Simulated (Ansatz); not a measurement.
Ansatz (a program for electronic structure) input (CCSD(T)/STO-3G):

Ansatz 0.2 input:
```yaml
crystal:
  periodic: [false, false, false]
  atoms:
    - {symbol: O, position_ang: [-0.00000000, -0.00000000, -1.91661473]}
    - {symbol: B, position_ang: [-0.00000000, -0.00000000, -0.70071918]}
    - {symbol: B, position_ang: [0.00000000, 0.00000000, 0.93800571]}
    - {symbol: O, position_ang: [0.00000000, 0.00000000, 2.12915888]}
    - {symbol: H, position_ang: [-0.00000000, -0.00000000, -2.88678583]}
basis:
  gaussian:
    orbitals: STO-3G
total_charge: 1
magnetization: {spin_polarized: false}
correlation: {method: ccsd_t, electrons: outside_noble_gas}
```

Output:

```
Functional definition: HF
integrals: 0.00 GiB planned
285 factors; integrals over basis functions are off by at most 2.2e-4 eV
mean field: 0.05 GiB planned
mean field evaluation 1: about -5348.2290 eV, gradient 5.0e1 eV
mean field evaluation 2: about -5348.2482 eV, gradient 5.0e1 eV
mean field evaluation 4: about -5356.9471 eV, gradient 3.9e0 eV
mean field evaluation 8: about -5357.0075 eV, gradient 1.6e-1 eV
mean field evaluation 16: about -5356.9796 eV, gradient 1.8e0 eV
mean field -5357.00755526 eV, -196.8663965458 hartree, gradient 9.3e-7 eV, S^2 0.000000; 0 other end points of the search recorded, 0 dependent functions left out
4 core orbitals not correlated
reference -5357.00755526 eV, -196.8663965458 hartree; 9, 9 occupied and 8, 8 virtual orbitals, 285 factors
second order -6.15839863 eV of doubles, -0.00000000 eV of singles
coupled cluster: 0.04 GiB planned
cycle   1  -5.85292742 eV  change    3.1e-1 eV  update   1.6e-1
cycle   2  -6.31147202 eV  change   -4.6e-1 eV  update   4.8e-2
cycle   3  -6.41406629 eV  change   -1.0e-1 eV  update   2.3e-2
cycle   4  -6.43534046 eV  change   -2.1e-2 eV  update   6.9e-3
cycle   5  -6.44283844 eV  change   -7.5e-3 eV  update   2.4e-3
cycle   6  -6.44338881 eV  change   -5.5e-4 eV  update   6.5e-4
cycle   7  -6.44323047 eV  change    1.6e-4 eV  update   2.6e-4
cycle   8  -6.44331079 eV  change   -8.0e-5 eV  update   8.9e-5
cycle   9  -6.44339049 eV  change   -8.0e-5 eV  update   2.8e-5
cycle  10  -6.44338873 eV  change    1.8e-6 eV  update   7.8e-6
perturbative correction -0.37466999 eV, -0.0137688682 hartree
Total energy: -5363.82561399 eV, -197.1169555825 hartree
```

It need not be the lowest isomer of its formula.
